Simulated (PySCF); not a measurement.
**Sr (strontium, neutral) across methods**

[Kr] 4d2, high-spin 3F determinant (an excited configuration). All numbers are calculated (PySCF 2.14, scalar relativity by spin-free X2C-1e, in aug-cc-pwCVTZ-X2C (10s9p7d3f, 93 functions)).

```
 method  E (hartree)  mean ε 4p α (eV)  mean ε 4p β (eV)  mean ε 4d α (eV)  Σ⟨r²⟩ (bohr²)   ⟨S²⟩
    PBE     -3178.75           -21.391           -20.918            -1.263          73.57  2.001
   PBE0     -3178.82           -23.325           -22.729            -1.708          71.90  2.001
    LDA     -3174.97           -21.489           -21.054            -1.234          72.76  2.000
wB97X-V     -3178.87           -25.628           -25.073            -2.926          69.38  2.001
wB97M-V     -3178.87           -25.589           -25.037            -2.952          71.17  2.001
    UHF  -3177.19270           -28.643           -27.769            -2.850          75.11  2.003
 r2SCAN     -3179.12           -21.926           -21.412            -1.215          71.58  2.002
LC-wPBE     -3178.76           -25.878           -25.213            -3.105          67.09  2.002
```
